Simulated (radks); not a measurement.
Species: Ho38+. Configuration: [Ar] 3d10 4s1.

Calculated with a radial shooting solver on a logarithmic mesh with Libxc functionals: Dirac Kohn-Sham, PBE, spin-unpolarised, spherical densities, finite nucleus; Fermi nuclear charge, rms radius 5.2022 fm.

Energy parts (Ry):
part                       energy
total                 -23486.6757
kinetic                25978.0509
electron-nucleus      -54019.5452
Hartree                 4976.7739
exchange-correlation    -421.9553

Orbitals (lengths in bohr, moments of r in powers of bohr; <r^-3> diverges for s and p1/2; r(max) is where P^2 peaks):
| orbital | occ. | eigenvalue (Ry) | <r^-3> | <1/r> | r(max) |
|---|---|---|---|---|---|
| 1s1/2 | 2 | -4197.724 | - | 76.05 | 0.01311 |
| 2s1/2 | 2 | -802.3970 | - | 18.29 | 0.07471 |
| 2p1/2 | 2 | -770.2568 | - | 18.26 | 0.05617 |
| 2p3/2 | 4 | -706.9657 | 11640 | 15.92 | 0.06227 |
| 3s1/2 | 2 | -267.0596 | - | 6.814 | 0.2095 |
| 3p1/2 | 2 | -253.1830 | - | 6.733 | 0.1968 |
| 3p3/2 | 4 | -239.3939 | 2638 | 6.138 | 0.2091 |
| 3d3/2 | 4 | -216.0619 | 451.0 | 6.019 | 0.1646 |
| 3d5/2 | 6 | -212.9941 | 396.4 | 5.872 | 0.1680 |
| 4s1/2 | 1 | -129.0390 | - | 3.315 | 0.4459 |
| 4p1/2 | 0 | -123.2265 | - | 3.253 | 0.4419 |
| 4p3/2 | 0 | -118.6997 | 883.9 | 3.055 | 0.4611 |
| 5s1/2 | 0 | -76.28260 | - | 1.977 | 0.7837 |

The highest occupied level is 4s1/2 at -1755.7 eV. The density falls to 0.001 e/bohr^3 at r = 0.99 bohr. The electron density at the nucleus is 8.043e+05 e/bohr^3. Summed over all electrons, <r^2> = 1.228 bohr^2, which gives a Langevin (diamagnetic) susceptibility term of -0.973 x 10^-6 cm^3/mol. For comparison, the ionisation energy in NIST's Atomic Spectra Database is 1774 eV (semi-empirical). In exact Kohn-Sham theory the highest level is minus the ionisation energy, but local and semilocal functionals leave it too shallow, through self-interaction and a potential that decays too fast; potentials with the right tail come closer.

Beside tabulated values, note that spin-unpolarised runs miss the spin-polarisation part of the exchange energy of open shells.
